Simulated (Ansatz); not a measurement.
C2H6BFS can be A, `CCSBF`, or B, `CBSCF`.

Isolated molecules relaxed with PBE0-D4/def2-TZVP in Ansatz; ΔE leaves out vibrations. CCSD(T)/CBS is the MP2 limit (def2-TZVPP, def2-QZVPP) plus CCSD(T) − MP2 in def2-TZVPP, frozen cores. DFT in def2-TZVPP. B3LYP here is the variant with VWN-RPA as its local correlation; programs differ in this. One conformer a species, not always the lowest.

A:

```xyz
11

C     0.262   -0.521    1.382
C     0.067   -0.910   -0.068
S    -1.287    0.006   -0.870
B    -0.420    1.444   -1.468
F    -1.101    2.390   -2.097
H     1.042   -1.137    1.838
H    -0.658   -0.655    1.954
H     0.561    0.526    1.468
H    -0.204   -1.963   -0.161
H     0.975   -0.751   -0.652
H     0.763    1.571   -1.325
```

B:

Z-matrix (Å, degrees):
```
C
B 1 1.557
H 1 1.097 2 109.0
H 1 1.096 2 109.9 3 115.0
H 1 1.091 2 115.2 3 -121.9
S 2 1.779 1 120.3 3 120.6
H 2 1.197 1 122.1 3 -59.9
C 6 1.804 2 103.2 1 -178.2
F 8 1.371 6 111.3 2 91.8
H 8 1.092 6 108.0 2 -149.5
H 8 1.090 6 109.4 2 -28.5
```

(1) Which is lower in electronic energy at CCSD(T)/CBS, and by how much? (Best estimate.)

(2) Give E(B) − E(A) in kJ/mol with B3LYP, PBE-D4, B3LYP-D4, r2SCAN-D4, PBE0-D4, MP2/def2-TZVPP, B2PLYP. (An estimate is asked.)

Largest T1 diagnostic: 0.013.

## Answers

(1) The calculation gave: A, by 169.9 kJ/mol.

(2) The calculation gave: B3LYP 162.0, PBE-D4 157.5, B3LYP-D4 163.6, r2SCAN-D4 163.3, PBE0-D4 162.1, MP2/def2-TZVPP 177.5, B2PLYP 167.8. None reverses the order clearly.

From PBE to PBE0 (25 % exact exchange), in def2-TZVPP and without D4, E(B) − E(A) moves by +4.7 kJ/mol.
